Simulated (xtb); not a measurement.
BCl₂ (SMILES Cl[B]Cl), doublet, at a GFN2-xTB geometry. Base run: GFN2-xTB (xtb).

Input for xtb:
```
$ xtb mol.xyz --gfn 2 --uhf 1 --json

# file mol.xyz
3

Cl    -1.48182678    -0.13553318    -0.02688284
B     -0.01475540     0.71386629     0.00326913
Cl     1.48616661    -0.07442749     0.02592133
```

Variants of this job, named by their change:

```tsv
change	ΔE vs base (kcal/mol)	dipole (D)	G_solv (kcal/mol)	SCF cycles
base	0.000	0.13	-	13
etemp = 1000	0.000	0.13	-	13
acc = 0.1	0.000	0.13	-	15
alpb = toluene	-2.98	0.10	-3.00	14
alpb = methanol	-2.77	0.07	-2.81	14
etemp = 5000	-2.94	0.02	-	13
acc = 0.0001	0.000	0.13	-	18
gbsa = thf	-3.34	0.07	-3.38	14
file = coord	0.000	0.13	-	13
alpb = ch2cl2	-3.18	0.08	-3.21	14
```

ALPB and GBSA are two models with their own fitted parameters for each solvent, which aren't always the measured dielectric constant.
